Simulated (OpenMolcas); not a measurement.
An OpenMolcas run meant for C (ANO-R3, X2C; inactive shells 1s 2s; intended active space 2 electrons in 3 orbitals (2p)). One step of its input:

```
&CASPT2
Multistate=3 1 2 3
Frozen=0 0
IPEA=1.5
Imaginary=0.1
MaxIter=60
WThr=0.0 0.3 0.05
PrWF=0.5
NoMix
```

The run finished. Its levels beside those of a sound run (SS-CASPT2, IPEA 0.25 Eh, imaginary shift 0.1 Eh (closed shells correlated: 1s 2s)), in cm-1 above each run's lowest level:

| Level | This run | Usual run |
| --- | --- | --- |
| 2s2 2p2 3P0 | 0.0 | 0.0 |
| 2s2 2p2 3P1 | 15.5 | 15.5 |
| 2s2 2p2 3P2 | 46.2 | 46.2 |
| 2s2 2p2 1D2 | 10065 | 10268 |
| 2s2 2p2 1S0 | 24294 | 23097 |

Question: Which setting is unsound, and how much does it matter here?

Answer: The IPEA shift is far above its usual 0.25 hartree. Against the sound run the excited levels shown move by 350 cm-1 on average and by 1200 cm-1 at most.

Term energies are means over components that CASPT2 splits; among the terms shown or strongly mixed into the levels shown the widest spread is 250 cm-1 (2s2 2p2 1D, this run). With the s shell closed, the reference lacks s² → p² mixing. Only configurations of the active space appear.
